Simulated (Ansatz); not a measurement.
Ideal-gas functions of CH$_{4}$ClFGeS, SMILES `C[S][GeH]([F])[Cl]` at 600 K and 1 bar, from an Ansatz frequency run at PBE0-D4/def2-TZVP.

Molar mass 175.17 g/mol, point group C1 (symmetry number 1), electronic degeneracy 1, moments of inertia 190.662, 300.264, 438.201 u Å². Harmonic wavenumbers (cm⁻¹, unscaled): 42, 113, 126, 177, 200, 224, 418, 450, 690, 715, 721, 729, 976, 986, 1352, 1468, 1475, 2181, 3068, 3160, 3168.

Use S(trans) = R[1.5 ln M + 2.5 ln T − 1.1517]; rotational temperatures θ = 24.2544 K / I; S(rot) = R[ln(√π/σ · √(T³/θAθBθC)) + 1.5]; for each mode x = 1.438777 ν̃/T, S = R[x/(eˣ − 1) − ln(1 − e⁻ˣ)] and H = RT x/(eˣ − 1); 1 cm⁻¹ = 0.0119627 kJ/mol; R = 8.31446 J/(mol·K).

Problem. By hand: the entropy, in J/(mol·K).

Solution. Translation 187.8. Rotation: θ = 0.1272, 0.0808, 0.0553 K, giving 128.1. Vibration, mode by mode: 27.40, 19.20, 18.30, 15.50, 14.50, 13.58, 8.63, 8.07, 5.02, 4.78, 4.73, 4.65, 2.92, 2.86, 1.43, 1.14, 1.13, 0.28, 0.04, 0.04, 0.04, in all 154.2. Electronic 0.0. Sum 470.1 J/(mol·K).

Problem. By hand: H − E and G − E in kJ/mol, counted from the electronic energy.

Solution. Zero-point energy ½ × 22439 × 0.0119627 = 134.2; thermal vibration 42.6; translation, rotation and pV give 4 RT = 20.0. H − E = 196.8 kJ/mol, and G − E = 196.8 − 600 × 470.1/1000 = -85.3 kJ/mol.

Vibration gives 33 % of the entropy, 64.9 J/(mol·K) of it from the modes under 150 cm⁻¹: soft modes count most, and the harmonic formula is weakest for them. The sum counts one conformer and one mirror image; others add a mixing term.
